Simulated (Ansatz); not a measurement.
Computed with Ansatz on PBE0-D4/def2-TZVP structures; ΔE is electronic, products minus reactants. CCSD(T)/CBS adds triple-zeta CCSD(T) − MP2 to the extrapolated MP2 energy (def2 sets, frozen cores). This one scheme is used for every species. For Ge outer-core shells are correlated without core-valence functions, which leaves a few kJ/mol of doubt a bond. Scalar relativity is left out up to krypton.

Reaction (hydrogenolysis of a Ge–F bond): `[F][Ge][F]` + H₂ → `[F][GeH]` + H–F

`[F][Ge][F]`:

Cartesian coordinates in Å:
```
F 0.804 0.315 1.057
Ge -0.682 0.326 0.142
F -0.122 -0.640 -1.199
```

H₂:

Cartesian coordinates in Å:
```
H 0.051 0.364 0.065
H -0.051 -0.364 -0.065
```

`[F][GeH]`:

```xyz
3

F    -1.167    0.347    0.520
Ge    0.519   -0.148    0.542
H     0.648   -0.199   -1.062
```

H–F:

```xyz
2

F     0.057   -0.439    0.124
H    -0.057    0.439   -0.124
```

```tsv
level	ΔE (kJ/mol)
CCSD(T)/def2-TZVPP	127.6
MP2/CBS(def2)	139.0
```

**Question.** What does CCSD(T)/CBS give? (Estimate.)

**Answer.** The calculation gave: +130.4 kJ/mol. The listed levels differ from it by -2.8, 8.6 kJ/mol.

Largest T1 diagnostic among the species: 0.015.

From r2SCAN to r2SCAN0 (25 % exact exchange), in def2-TZVPP and without D4, ΔE moves by −10.4 kJ/mol. In def2-TZVPP, CCSD(T) changes the Hartree–Fock value by +9.7 kJ/mol (the triples alone add +4.6 kJ/mol) and MP2 by +18.3 kJ/mol.
